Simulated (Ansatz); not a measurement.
The inner images of a band of FGeH3 (5 atoms, charge 0, multiplicity 1) are given out of order.

Computed with RKS BLYP/def2-SVP in Ansatz 0.2.0.

Initial state:

```xyz
5
Properties=species:S:1:pos:R:3
Ge 0.260 0.000 0.101
F 0.333 0.000 1.868
H 1.726 0.000 -0.408
H -0.501 1.287 -0.315
H -0.501 -1.287 -0.315
```

Final state:

```xyz
5
Properties=species:S:1:pos:R:3
Ge 0.024 0.000 -0.772
F 1.191 0.000 1.302
H 2.038 0.000 0.886
H -0.968 1.158 -0.242
H -0.968 -1.158 -0.242
```

Put them in order from the first end to the last, with their energies above the first end.
A.
```xyz
5
Properties=species:S:1:pos:R:3
Ge 0.098 0.000 -0.676
F 1.189 0.000 1.419
H 1.855 0.000 0.733
H -0.913 1.180 -0.273
H -0.913 -1.180 -0.273
```
B.
```xyz
5
Properties=species:S:1:pos:R:3
Ge 0.160 0.000 -0.536
F 1.140 0.000 1.469
H 1.679 0.000 0.602
H -0.831 1.221 -0.303
H -0.831 -1.221 -0.303
```
C.
```xyz
5
Properties=species:S:1:pos:R:3
Ge 0.204 0.000 -0.364
F 1.001 0.000 1.548
H 1.655 0.000 0.435
H -0.772 1.236 -0.344
H -0.772 -1.236 -0.344
```
D.
```xyz
5
Properties=species:S:1:pos:R:3
Ge 0.250 0.000 0.069
F 0.470 0.000 1.822
H 1.762 0.000 -0.245
H -0.583 1.249 -0.357
H -0.583 -1.249 -0.357
```
E.
```xyz
5
Properties=species:S:1:pos:R:3
Ge 0.227 0.000 -0.097
F 0.728 0.000 1.674
H 1.746 0.000 0.122
H -0.693 1.240 -0.384
H -0.693 -1.240 -0.384
```
F.
```xyz
5
Properties=species:S:1:pos:R:3
Ge 0.235 0.000 0.004
F 0.602 0.000 1.748
H 1.771 0.000 -0.061
H -0.646 1.240 -0.380
H -0.646 -1.240 -0.380
```
G.
```xyz
5
Properties=species:S:1:pos:R:3
Ge 0.223 0.000 -0.227
F 0.855 0.000 1.616
H 1.699 0.000 0.291
H -0.730 1.239 -0.375
H -0.730 -1.239 -0.375
```

D (+0.12 eV), F (+0.51 eV), E (+1.22 eV), G (+2.00 eV), C (+2.35 eV), B (+2.02 eV), A (+1.84 eV).

Time of the run: 24 s on 1 thread of Intel(R) Xeon(R) 6975P-C (Granite Rapids) (shared host), peak memory 0.12 GiB.
